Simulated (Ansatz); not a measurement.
`[Cl][Sn][Br]`. Total charge 0; spin multiplicity 1. Sn takes the def2 core potential. Geometry: relaxed with PBE0-D4/def2-TZVP.

```xyz
3

Cl   -1.753   -0.595   -0.404
Sn   -0.013    1.002   -0.344
Br    1.766   -0.407    0.748
```

(1) What is the dipole moment at B3LYP/def2-TZVPP? (An estimate is asked.)

(2) And with PBE, r2SCAN, ωB97M-V? (Estimate.)

(3) Give the Mulliken charges with B3LYP, r2SCAN, PBE in def2-TZVPP. (An estimate is asked.)

## Answers

(1) Computed: 3.17 D, with components (0.09, 3.01, -0.99) D in this frame, pointing from negative to positive charge.

(2) The calculation gave: PBE 2.93 D, r2SCAN 3.01 D, ωB97M-V 3.22 D.

(3) Computed: 
```csv
atom,B3LYP,r2SCAN,PBE
Cl1,-0.38,-0.38,-0.35
Sn2,0.73,0.73,0.68
Br3,-0.35,-0.35,-0.33
```

B3LYP here is the variant with VWN-RPA as its local correlation; programs differ in this.
